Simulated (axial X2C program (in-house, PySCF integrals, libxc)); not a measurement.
**Spin–orbit effects down a group: molecules with Rb (ions), HF**

Computed with an in-house relativistic program for diatomic molecules, spin-free (one-electron X2C) or two-component (2c: spin–orbit coupling with atomic mean-field Coulomb and Gaunt terms, which also bring small scalar terms), in Dyall basis sets with cores contracted in-house; open shells are unrestricted.

Basis sets: Rb dyall-cv3z, S dyall-av3z, Se dyall-cv3z, Te dyall-cv3z.

| molecule | spin-free state | Re (Å) | ωe (cm⁻¹) | De (eV) | 2c state | Re 2c (Å) | ωe 2c (cm⁻¹) | De 2c (eV) |
| --- | --- | --- | --- | --- | --- | --- | --- | --- |
| RbS⁺ | M_S = 1, Λ = 0 | 3.653 | 79.7 | 0.23 | Ω = 1 | 3.654 | 79.5 | 0.23 |
| RbSe⁺ | M_S = 1, Λ = 0 | 3.756 | 61.7 | 0.26 | Ω = 1 | 3.766 | 59.9 | n/a |
| RbTe⁺ | M_S = 1, Λ = 0 | 3.951 | 56.2 | 0.31 | Ω = 1 | 3.984 | 51.1 | n/a |

(1) Work out the shifts from the spin-free to the two-component result.

Fragments in 2c: Rb+ + S, Rb+ + Se, Te + Rb+. Each entry is the lowest single determinant of a limited PBE0 search at one distance. De goes to single-determinant-based atoms at the same level (for ions the charge split of lowest energy) and is withheld (n/a) where an atom does not fit its ground term or J level. Main or longest-lived isotopes. One determinant is a doubtful description, or other states lie close, for RbS⁺, RbSe⁺, RbTe⁺; these need not be ground states, and all values refer to the states named. Some open-shell Ω = 0 determinants are out of reach, so the Ω given for RbS⁺, RbSe⁺, RbTe⁺ need not be the lowest component. With several unpaired electrons the Ω given is that of one determinant, not necessarily of the lowest component. Some light 2c atoms are not at their ground J level, so De misses part of their lowering (0.04 eV or less).

Answers

(1) 

```csv
molecule,2c state,ΔRe (Å),Δωe (cm⁻¹),ΔDe (eV)
RbS⁺,Ω = 1,0.001,-0.2,0.00
RbSe⁺,Ω = 1,0.010,-1.8,n/a
RbTe⁺,Ω = 1,0.033,-5.1,n/a
```

Shifts of one unit in the last digit are rounding.
